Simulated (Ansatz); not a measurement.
Reaction (homolysis of the O–Si bond): `O[SiH2]N[SiH3]` → `[OH]`• + `[SiH2]N[SiH3]`•

Calculated with Ansatz (gas phase, PBE0-D4/def2-TZVP geometries, no zero-point term in ΔE). CCSD(T)/CBS is the MP2 limit (def2-TZVPP, def2-QZVPP) plus CCSD(T) − MP2 in def2-TZVPP, frozen cores. This one scheme is used for every species. DFT in def2-TZVPP. B3LYP here is the variant with VWN-RPA as its local correlation; programs differ in this. Open shells (•) are unrestricted, without spin–orbit coupling. One conformer a species, not always the lowest.

| level | ΔE (kcal/mol) | difference from CCSD(T)/CBS |
| --- | --- | --- |
| PBE-D4 | 128.3 | -5.9 |
| r2SCAN-D4 | 126.8 | -7.4 |
| PBE0-D4 | 127.0 | -7.2 |
| B3LYP-D4 | 127.2 | -7.0 |
| ωB97X-V | 131.6 | -2.6 |
| ωB97M-V | 133.3 | -0.9 |
| B2PLYP | 129.8 | -4.4 |
| PBE | 127.4 | -6.8 |
| r2SCAN | 126.5 | -7.7 |
| PBE0 | 126.3 | -7.9 |
| B3LYP | 125.8 | -8.4 |
| HF/def2-TZVPP | 99.7 | -34.5 |
| MP2/def2-TZVPP | 138.0 | 3.8 |
| SCS-MP2/def2-TZVPP | 135.0 | 0.8 |
| CCSD/def2-TZVPP | 128.2 | -6.0 |
| CCSD(T)/def2-TZVPP | 130.3 | -3.9 |
| HF/def2-QZVPP | 99.9 | -34.3 |
| MP2/def2-QZVPP | 140.4 | 6.2 |
| SCS-MP2/def2-QZVPP | 137.5 | 3.3 |
| HF/CBS(def2) | 100.0 | -34.2 |
| MP2/CBS(def2) | 141.9 | 7.7 |
| CCSD/CBS(def2) | 132.1 | -2.1 |
| CCSD(T)/CBS | 134.2 | 0 |

Largest T1 diagnostic among the species: 0.014.

In def2-TZVPP, CCSD(T) changes the Hartree–Fock value by +30.6 kcal/mol (the triples alone add +2.1 kcal/mol) and MP2 by +38.3 kcal/mol; breaking electron pairs costs correlation energy, which Hartree–Fock lacks. From PBE to PBE0 (25 % exact exchange), in def2-TZVPP and without D4, ΔE moves by −1.1 kcal/mol: exact exchange takes away binding that semilocal exchange gives to molecules.
